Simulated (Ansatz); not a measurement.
Cost and result up the ladder for cis-Cu(NH3)2Cl2 (CuN2Cl2H6) (11 atoms). Total charge 0; doublet. Geometry: r2SCAN-D4/def2-SVP.

```
atom   x (Å)   y (Å)   z (Å)
 Cu1  -0.199  -0.007  -0.832
  N2   1.326  -0.926   0.252
  H3   1.439  -1.727  -0.384
  H4   1.153  -1.277   1.196
  H5   2.211  -0.416   0.270
  N6  -1.072   0.935   0.809
  H7  -1.458   1.730   0.282
  H8  -0.495   1.294   1.571
  H9  -1.857   0.431   1.227
Cl10  -1.105   1.604  -2.071
Cl11   0.056  -1.641  -2.321
```

Ansatz on 4 threads of Arm Neoverse V2 on a shared host. Times are rough, and most runs start from the orbitals of an earlier one. PBE0-D4/def2-TZVPD serves as the yardstick here, not as an exact answer. Differences are given only for rows in sets of like size (and for xTB, whose basis is part of the method), since another set adds its own error. Binding counts from free atoms at the same level (Cu doublet, N quartet, H doublet, Cl doublet; other spins of the atoms weren't run), without zero-point energy or a counterpoise term.

The 6-31G sets use Cartesian d functions. B3LYP takes the VWN-RPA correlation. HSE06 is defined as in plane-wave codes, on full-range PBE exchange. Correlated methods freeze 21 core orbitals. The rows differ in basis, and correlated rows in double-zeta sets carry the largest basis error. No other spin state of charge 0 was run.

Run but left out: HF/STO-3G (⟨S²⟩ 1.77, where a pure state has 0.75).

Correlated methods converge slowly with the basis, most of all in double-zeta sets.

```
                            level  functions  wall time  binding energy per atom (eV)  difference from PBE0-D4/def2-TZVPD (eV)
                         HF/6-31G         85      1.1 s                          2.27                                        –
                  PBE-D4/def2-SVP        125      2.8 s                          3.19                                        –
                   B3LYP-D4/6-31G         85      3.4 s                          3.17                                        –
                 PBE0-D4/def2-SVP        125      3.9 s                          3.09                                        –
                 PBE-D4/def2-TZVP        217      4.5 s                          3.13                                     0.07
                PBE-D4/def2-TZVPD        268        7 s                          3.14                                     0.08
                    MP2/def2-TZVP        217      7.5 s                          2.84                                    -0.21
               HSE06-D4/def2-TZVP        217       11 s                          3.05                                    -0.01
                PBE0-D4/def2-TZVP        217       11 s                          3.05                                    -0.01
r2SCAN-D4/def2-TZVP (with forces)        217       12 s                          3.09                                     0.03
               PBE0-D4/def2-TZVPD        268       20 s                          3.06                                     0.00
                 B97M-V/def2-TZVP        217       20 s                          3.08                                     0.03
                 CCSD(T)/def2-SVP        125       67 s                          2.85                                        –
```
